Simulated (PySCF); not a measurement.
**Correlation energy of Se²⁺ (selenium, charge +2)**

[Ar] 3d10 4s2 4p2, high-spin 3P determinant. All numbers are calculated (PySCF 2.14, the spin-free X2C one-electron Hamiltonian (Gaussian nucleus), in x2c-SVPall (5s4p3d, 32 functions)). Frozen: [Ar] 3d10; 4 electrons correlated.

MP2 pair energies summed by pair of shells (mhartree):

| pair | energy | share (%) |
| --- | --- | --- |
| 4s-4p | -27.79 | 60.5 |
| 4s-4s | -13.40 | 29.2 |
| 4p-4p | -4.70 | 10.3 |

Total MP2 correlation energy: -45.90 mhartree.

Same-spin part -7.38 and opposite-spin part -38.52 mhartree; SCS-MP2 scales them by 1/3 and 6/5 to -48.68 mhartree.

```
  level  correlation energy (mhartree)
   CCSD                         -62.77
    (T)                          -0.67
CCSD(T)                         -63.44
```

Diagnostics: T1 = 0.0059, D1 = 0.0165, largest double amplitude 0.094.

Cost of the coupled-cluster step: 0.13 s of wall time on 1 thread of Neoverse-V1 (shared host), for 4 correlated electrons.
